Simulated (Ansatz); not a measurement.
Reactions of `ClC1=C(Br)C1`.

Gas-phase electronic energies from Ansatz, PBE0-D4/def2-TZVP geometries. CBS: MP2 limit from def2 TZ/QZ plus the TZ coupled-cluster correction, frozen cores. This one scheme is used for every species, atoms too. DFT in def2-TZVPP. B3LYP here is the variant with VWN-RPA as its local correlation; programs differ in this. Open shells (•) are unrestricted, without spin–orbit coupling. Spin–orbit coupling would lower the free atoms: a little for C, Cl; clearly for Br. Bonds to Br are less sure, by a few kJ/mol each and by 10 to 20 or more in all where they break to atoms, as the def2 sets lack core-valence functions. Scalar relativity is left out up to krypton.

```tsv
reaction	B3LYP-D4 (kcal/mol)	B2PLYP (kcal/mol)	CCSD(T)/CBS(def2) (kcal/mol)
`ClC1=C(Br)C1` + CH₄ → `CC1=C(Cl)C1` + HBr	-6.8	-6.7	-7.7
`ClC1=C(Br)C1` + H–F → `FC1=C(Br)C1` + HCl	8.2	8.5	10.5
`ClC1=C(Br)C1` → Br• + 3 C• + Cl• + 2 H•	623.9	619.2	625.2
`ClC1=C(Br)C1` + SiH₄ → `[SiH3]C1=C(Br)C1` + HCl	-20.6	-20.8	-22.5
`ClC1=C(Br)C1` + HCl → `ClC1=C(Cl)C1` + HBr	1.7	2.0	2.3
```

Largest T1 diagnostic: 0.011, for SiH₄.
